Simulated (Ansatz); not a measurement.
Compare A (`C=C[SiH2]CN`) with its isomer B (`CC(C)=N[SiH3]`).

Gas-phase electronic energies from Ansatz, PBE0-D4/def2-TZVP geometries. CCSD(T)/CBS is the MP2 limit (def2-TZVPP, def2-QZVPP) plus CCSD(T) − MP2 in def2-TZVPP, frozen cores. DFT in def2-TZVPP. B3LYP here is the variant with VWN-RPA as its local correlation; programs differ in this. One conformer a species, not always the lowest.

Q: Which is lower in electronic energy at CCSD(T)/CBS, and by how much? (An estimate is asked.)

A: The calculation gave: B, by 73.9 kJ/mol.

Q: Give E(B) − E(A) in kJ/mol with ωB97M-V, B2PLYP, HF/def2-TZVPP, B3LYP-D4, CCSD(T)/def2-TZVPP, B3LYP, PBE-D4. (An estimate is asked.)

A: Ansatz gave: ωB97M-V -77.7, B2PLYP -81.0, HF/def2-TZVPP -88.0, B3LYP-D4 -80.9, CCSD(T)/def2-TZVPP -77.4, B3LYP -79.1, PBE-D4 -76.2. None reverses the order clearly.

Largest T1 diagnostic: 0.012.

In def2-TZVPP, CCSD(T) changes the Hartree–Fock value by +10.7 kJ/mol (the triples alone add −0.3 kJ/mol) and MP2 by +6.1 kJ/mol.
